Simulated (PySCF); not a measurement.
C₆H₆O, SMILES C#C[C@H]1COC1=C. Atoms are numbered in the order given.

```xyz
13

C      2.6282    -0.7824     0.3101
C      1.5167    -0.3393     0.4794
C      0.1754     0.2030     0.6823
C     -0.1858     1.5593     0.0239
O     -1.2925     0.9440    -0.6650
C     -0.9539    -0.3065    -0.2055
C     -1.4867    -1.4830    -0.5125
H      3.6160    -1.1808     0.1565
H     -0.0918     0.1670     1.7506
H     -0.5172     2.3575     0.7053
H      0.5704     1.9397    -0.6798
H     -2.3161    -1.5516    -1.2196
H     -1.0850    -2.3906    -0.0593
```

Coordinates come from a ωB97X-D3(BJ)/def2-SVP optimisation. The structure was generated by enumeration; whether it is a known compound was not checked.

Calculation: PBE/pcSseg-1 in PySCF.

GIAO shieldings, no solvent; atoms listed in one row are averaged. δ = σ(ref) − σ: ¹³C against TMS (σ = 182.0 ppm); ¹⁷O against H2O (σ = 334.3 ppm); ¹H against TMS (σ = 31.49 ppm), references at their B3LYP-D3(BJ)/def2-TZVP geometries, non-relativistic.

Computed chemical shifts:
```tsv
nucleus	atoms	count	δ (ppm)
¹³C	C6	1	171.4
¹³C	C2	1	84.4
¹³C	C7	1	83.2
¹³C	C4	1	79.5
¹³C	C1	1	77.8
¹³C	C3	1	38.6
¹⁷O	O5	1	184.0
¹H	H10	1	4.90
¹H	H11	1	4.80
¹H	H12	1	4.66
¹H	H9	1	4.40
¹H	H13	1	4.40
¹H	H8	1	2.41
```
